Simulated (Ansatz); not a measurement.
`OC[SiH2]S` → `[CH2]O`• + `[SiH2]S`• at 500 K and 1 bar (homolysis of the C–Si bond).

Program: Ansatz. Geometries: PBE0-D4/def2-TZVP. ΔE: electronic, gas phase. CBS: MP2 limit from def2 TZ/QZ plus the TZ coupled-cluster correction, frozen cores. No spin–orbit coupling; open shells (•) take unrestricted orbitals. Each species was taken in one conformer, which may not be the lowest.

```json
{"species": "`OC[SiH2]S`", "CCSD(T)/CBS energy (Eh)": "-803.70411", "H − E (kJ/mol)": "224.8", "S (J/(mol·K))": "400.2"}
{"species": "`[CH2]O`•", "CCSD(T)/CBS energy (Eh)": "-114.95134", "H − E (kJ/mol)": "120.4", "S (J/(mol·K))": "268.0"}
{"species": "`[SiH2]S`•", "CCSD(T)/CBS energy (Eh)": "-688.62132", "H − E (kJ/mol)": "91.0", "S (J/(mol·K))": "307.5"}
```

H − E and S are ideal-gas, rigid-rotor, harmonic terms from PBE0-D4/def2-TZVP, for one conformer and one mirror image of each species, with the whole ground term of open shells counted as degenerate. 1 Eh = 2625.50 kJ/mol, R = 8.31446 J/(mol·K).

Q: By hand: ΔE, ΔH, ΔS and ΔG.

A: ΔE = (-114.95134) + (-688.62132) − (-803.70411) = 0.13145 Eh = 345.1 kJ/mol. Δ(H − E) = 120.4 + 91.0 − 224.8 = -13.4, so ΔH = 331.7 kJ/mol. ΔS = 268.0 + 307.5 − 400.2 = 175.3 J/(mol·K). ΔG = 331.7 − 500 × (175.3)/1000 = 244.0 kJ/mol.

Q: By hand: the equilibrium constant, and the temperature at which ΔG would vanish if ΔH and ΔS stayed fixed.

A: log₁₀ K = −ΔG/(RT ln 10) = -25.5. ΔG = 0 at ΔH/ΔS = 1892 K.

The number of gas molecules changes by +1, which sets the sign of ΔS. A doubt of 5 kJ/mol in ΔE shifts log₁₀ K by 0.5 here. Other conformers and mirror images would add mixing entropy, several J/(mol·K) or more a flexible species. These are equilibria of isolated gas molecules and say nothing of rates. Largest T1 diagnostic: 0.016 (customary marks: 0.02 for closed shells, 0.045 for open ones).
